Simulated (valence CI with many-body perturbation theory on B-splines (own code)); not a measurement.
# Ag26+: M1 decay

Computed by configuration interaction combined with many-body perturbation theory (CI+MBPT): three valence electrons over a frozen Dirac-Fock core [Ar], a basis of 9 s, 9 p, 10 d, 8 f, 5 g, 3 h, 1 i functions for each j, with the one-electron correlation potential Σ1, the two-electron term Σ2, the three-electron term Σ3, Breit, model QED; selected CI, second order for the rest (own B-spline code, finite nucleus).

The last digits are not significant, and no measured levels were compared; by estimate large intervals hold to a few tenths of a per cent, small ones and those within an open d or f shell to about a per cent. Only levels of the ground parity were solved; by the run's estimate the other parity begins above the list, which can be wrong where configurations are misplaced.

Lines 51 to 70 of 70 in falling wavelength, among levels below 339750 cm⁻¹, chosen from the decays that carry over 1 % of a level's rate. Wavelengths and rates use the calculated energies. S is in atomic units (e²a₀⁴ for E2 and M2, e²a₀⁶ for E3), for M1 in squared Bohr magnetons. Weak lines are less certain than strong ones. Lines between different terms over intervals too small for the method are left out, as are lines whose strength nearly cancels. The highest levels of a list are the least certain.

Names give the largest LS component (configuration and term), which can be under half, so a name can repeat, a term be missing and a line seem to break the LS rules; names also repeat where a configuration has a term twice. Letters in brackets count levels of one name in rising energy.

| λ vac (nm) | Upper | Lower | Type | A (s⁻¹) | S (a.u.) |
| --- | --- | --- | --- | --- | --- |
| 66.75 | 3d3 2D_5/2 [a] | 3d3 4F_5/2 | M1 | 7.78e+02 | 5.15e-02 |
| 65.60 | 3d3 2D_3/2 [a] | 3d3 4F_3/2 | M1 | 1.45e+03 | 6.09e-02 |
| 65.19 | 3d3 2F_5/2 | 3d3 4F_7/2 | M1 | 7.81e+01 | 4.81e-03 |
| 63.61 | 3d3 2F_7/2 | 3d3 4F_7/2 | M1 | 3.92e+02 | 2.99e-02 |
| 62.81 | 3d3 2D_3/2 [b] | 3d3 2P_1/2 | M1 | 7.08e+02 | 2.60e-02 |
| 61.71 | 3d3 2P_1/2 | 3d3 4F_3/2 | M1 | 1.87e+02 | 3.26e-03 |
| 59.23 | 3d3 2D_3/2 [b] | 3d3 2D_3/2 [a] | M1 | 1.64e+03 | 5.05e-02 |
| 57.39 | 3d3 2D_5/2 [b] | 3d3 2D_3/2 [a] | M1 | 6.47e+03 | 2.72e-01 |
| 54.43 | 3d3 2F_7/2 | 3d3 4F_5/2 | M1 | 5.87e+02 | 2.81e-02 |
| 53.75 | 3d3 2D_3/2 [b] | 3d3 4P_5/2 | M1 | 2.97e+02 | 6.85e-03 |
| 53.72 | 3d3 2D_5/2 [a] | 3d3 4F_3/2 | M1 | 8.18e+01 | 2.82e-03 |
| 53.61 | 3d3 2P_3/2 | 3d3 4F_5/2 | M1 | 2.14e+03 | 4.89e-02 |
| 52.23 | 3d3 2D_5/2 [b] | 3d3 4P_5/2 | M1 | 5.25e+03 | 1.66e-01 |
| 49.46 | 3d3 2D_5/2 [b] | 3d3 2G_7/2 | M1 | 1.86e+03 | 5.01e-02 |
| 46.24 | 3d3 2F_5/2 | 3d3 4F_3/2 | M1 | 1.09e+03 | 2.40e-02 |
| 44.87 | 3d3 2P_3/2 | 3d3 4F_3/2 | M1 | 3.53e+02 | 4.72e-03 |
| 43.73 | 3d3 2D_3/2 [b] | 3d3 4P_1/2 | M1 | 5.15e+02 | 6.39e-03 |
| 41.37 | 3d3 2D_3/2 [b] | 3d3 4P_3/2 | M1 | 1.45e+03 | 1.52e-02 |
| 37.90 | 3d3 2D_5/2 [b] | 3d3 4F_7/2 | M1 | 1.19e+03 | 1.44e-02 |
| 35.10 | 3d3 2D_3/2 [b] | 3d3 4F_5/2 | M1 | 1.46e+03 | 9.35e-03 |
